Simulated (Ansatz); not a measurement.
`N=C[SiH]1C=N1`. The species carries charge 0 and has multiplicity 1.

```xyz
9

N     1.024   -0.204    1.982
C     0.304   -0.562    0.999
Si    0.205    0.575   -0.474
C    -1.140    0.451   -1.640
N    -0.126   -0.184   -2.074
H     1.008   -0.893    2.737
H    -0.263   -1.504    0.978
H     1.108    1.737   -0.407
H    -2.120    0.584   -2.100
```

Question: What are the harmonic wavenumbers in cm⁻¹ at PBE0-D4/def2-TZVP (Ansatz, finite differences of forces, unscaled)? (An estimate is asked.)

Answer: Ansatz gave: 97, 161, 233, 341, 581, 663, 671, 709, 790, 829, 847, 1142, 1161, 1185, 1391, 1605, 1672, 2293, 3005, 3108, 3440.

Question: Is this a minimum?

Answer: Yes, all 21 modes are real.

Question: Give the ideal-gas thermochemistry at 298.15 K and 1 bar (rigid rotor, harmonic oscillator; point group C1, symmetry number 1).

Answer: Zero-point energy 155.1 kJ/mol; H(298) − E = 173.0 kJ/mol; entropy 319.2 J/(mol·K), of which translation 164.1, rotation 107.6, vibration 47.4; G(298) − E = 77.9 kJ/mol. Modes under 100 cm⁻¹ are hindered rotations or soft bends, so the harmonic entropy is rough.
